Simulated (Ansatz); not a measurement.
CH6ClFOSSi2 (`CO[SiH](F)S[SiH2]Cl`), relaxed with RKS PBE0-D4/def2-TZVP in Ansatz 0.2.0 from a GFN2-xTB geometry. The force threshold is 0.005 eV/Å; the program also tests the step.

Total charge 0; spin multiplicity 1.

Start:

```xyz
13

C     0.259    0.939   -1.817
O     0.200    0.379   -0.531
Si    1.415    0.012    0.459
F     2.241    1.350    0.787
S     0.434   -0.695    2.196
Si   -1.608   -0.940    1.536
Cl   -1.757   -2.237    0.018
H     0.866    1.845   -1.817
H    -0.759    1.179   -2.119
H     0.688    0.223   -2.520
H     2.404   -0.906   -0.057
H    -2.226   -1.493    2.727
H    -2.157    0.344    1.139
```

```tsv
step	energy (eV)	largest force (eV/Å)	largest move (Å)
1	-45001.2770	1.285	0.000
2	-45001.3551	0.457	0.090
3	-45001.3748	0.264	0.043
4	-45001.3785	0.139	0.020
5	-45001.3835	0.136	0.071
6	-45001.3877	0.319	0.195
7	-45001.3998	0.062	0.132
8	-45001.4023	0.034	0.041
9 (rejected)	-45001.3949	0.450	0.195
10	-45001.4040	0.073	0.057
11	-45001.4064	0.075	0.097
12	-45001.4069	0.094	0.033
13	-45001.4079	0.033	0.019
14	-45001.4081	0.032	0.026
15	-45001.4084	0.027	0.018
16 (rejected)	-45001.4060	0.237	0.043
17	-45001.4089	0.010	0.022
18	-45001.4091	0.045	0.042
19	-45001.4093	0.040	0.024
20	-45001.4094	0.037	0.030
21	-45001.4094	0.032	0.017
22	-45001.4095	0.019	0.010
23	-45001.4096	0.013	0.012
24	-45001.4096	0.010	0.009
25	-45001.4096	0.008	0.016
26	-45001.4096	0.011	0.020
27	-45001.4096	0.006	0.003
28	-45001.4096	0.001	0.001
```

End:

```xyz
13

C     0.220    0.931   -1.778
O     0.277    0.873   -0.367
Si    1.375    0.086    0.526
F     2.555    1.046    0.987
S     0.431   -0.576    2.306
Si   -1.514   -0.886    1.504
Cl   -1.486   -2.125   -0.139
H     0.559    1.912   -2.119
H    -0.815    0.781   -2.089
H     0.840    0.157   -2.242
H     1.996   -1.002   -0.257
H    -2.271   -1.568    2.576
H    -2.166    0.372    1.094
```

Run time 92 s (2 threads of an AMD EPYC 7R13 on a shared host and a share of an NVIDIA H100 80 GB); peak host memory 0.93 GiB.
